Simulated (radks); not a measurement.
Q: These are the eigenvalues of the occupied orbitals of an atom or ion with whole-number occupations (hartree). All-electron calculation, scalar-relativistic Kohn-Sham, BLYP, spin-polarised, spherical densities, point nucleus. Program: a radial shooting solver on a logarithmic mesh with Libxc functionals.

| orbital | eigenvalue |
|---|---|
| 1s down | -1597.109 |
| 1s up | -1597.109 |
| 2s up | -259.9183 |
| 2s down | -259.9179 |
| 2p up | -232.5492 |
| 2p down | -232.5489 |
| 3s up | -57.94461 |
| 3s down | -57.91997 |
| 3p up | -49.31599 |
| 3p down | -49.29150 |
| 3d up | -37.33873 |
| 3d down | -37.31968 |
| 4s up | -13.06238 |
| 4s down | -12.99658 |
| 4p up | -10.22171 |
| 4p down | -10.15618 |
| 4d up | -6.17996 |
| 4d down | -6.11538 |
| 5s up | -3.05914 |
| 5s down | -3.02602 |
| 5p up | -2.30258 |
| 5p down | -2.27738 |
| 4f up | -1.84785 |

Which element is it, and in what charge state? The configuration may be excited. Open shells, if any, are filled with parallel spins first.

A: Z = 60, neodymium, charge +4: Nd4+ in [Xe] 4f2. The list shows which subshells hold electrons but not how many an open one holds; the 1s level, -1597.1 hartree, gives Z - s = 56.5 by -(Z - s)^2/2, which with screening and relativity narrows Z to a few neighbours, and the depths of the outer levels then fix element, charge and occupations together.
